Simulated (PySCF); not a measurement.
This PySCF input asks for the NMR shieldings of `C#CCC(C)(C)CBBC`, C8H16B2; the geometry comes from GFN2-xTB.

```python
import basis_set_exchange as bse
import numpy as np
from pyscf import gto, dft
from pyscf.prop import nmr

atoms = """
C    -1.018294    2.494416    0.651311
C    -1.433325    1.373481    0.749342
C    -1.876588    0.002200    0.839067
C    -1.124927   -0.883837   -0.176759
C    -1.578017   -0.532997   -1.593723
C    -1.466263   -2.350836    0.103755
C     0.383965   -0.651193    0.014222
B     0.942912    0.825121   -0.249078
B     2.158557    1.431337    0.667006
C     3.660584    0.976883    0.441674
H    -0.690842    3.488247    0.581542
H    -1.684133   -0.358856    1.853703
H    -2.954028   -0.046550    0.656913
H    -1.476723    0.532692   -1.776397
H    -0.979267   -1.068638   -2.327100
H    -2.621725   -0.808092   -1.738660
H    -0.983177   -2.998261   -0.624900
H    -1.130520   -2.646713    1.096027
H    -2.541013   -2.515973    0.043687
H     0.647675   -1.014749    1.011017
H     0.916771   -1.295473   -0.693104
H     0.672820    1.293717   -1.294934
H     2.013997    2.201067    1.547889
H     3.833876    0.400858   -0.464116
H     3.959572    0.352669    1.284776
H     4.347068    1.822093    0.439958
"""
names = dict.fromkeys(["C", "B", "H"], "pcSseg-1")
basis = {el: gto.basis.parse(bse.get_basis(n, elements=[el], fmt="nwchem")) for el, n in names.items()}
mol = gto.M(atom=atoms, basis=basis, charge=0, verbose=0)
mf = dft.RKS(mol, xc="PBE0")
mf.grids.level = 2
mf.grids.alignment = dft.numint.BLKSIZE   # the property module wants whole blocks of grid points
mf.conv_tol = 1e-9
mf.kernel()

calc = nmr.RKS(mf)   # GIAO
C = mf.mo_coeff
Co = C[:, mf.mo_occ > 0]
resp = mf.gen_response(singlet=True, hermi=2)
def vind(x):   # induced exchange potential for any number of trial vectors
    d = np.einsum("pi,xij,qj->xpq", C, 2 * x.reshape(-1, C.shape[1], Co.shape[1]), Co, optimize=True)
    return np.einsum("xpq,pi,qj->xij", resp(d - d.transpose(0, 2, 1)), C, Co, optimize=True).ravel()
mo1, _ = nmr.rhf.solve_mo1(calc, with_cphf=vind)
sigma = calc.kernel(mo1)
for i, s in enumerate(sigma):   # ppm
    print("%2d %-2s %9.2f" % (i, mol.atom_pure_symbol(i), np.trace(s) / 3))
```

Problem. Give the expected output.

Solution. 
```
 0 C     105.78
 1 C      92.58
 2 C     152.26
 3 C     139.10
 4 C     159.44
 5 C     151.31
 6 C     148.10
 7 B      25.85
 8 B      -5.93
 9 C     172.41
10 H      30.17
11 H      29.74
12 H      29.78
13 H      29.47
14 H      30.77
15 H      30.89
16 H      30.42
17 H      30.68
18 H      30.62
19 H      30.05
20 H      30.92
21 H      23.47
22 H      21.93
23 H      30.30
24 H      30.99
25 H      30.44
```

These numbers come from an equivalent density-fitted implementation of the same equations, which agrees with the script to about 0.01 ppm for H and up to a few tenths of a ppm for heavy atoms, so last digits may differ.

Size and cost of the density-fitted run: 250 basis functions, 120 s wall time on 1 thread of an Arm Neoverse N1, shared host; peak memory 1.1 GiB.
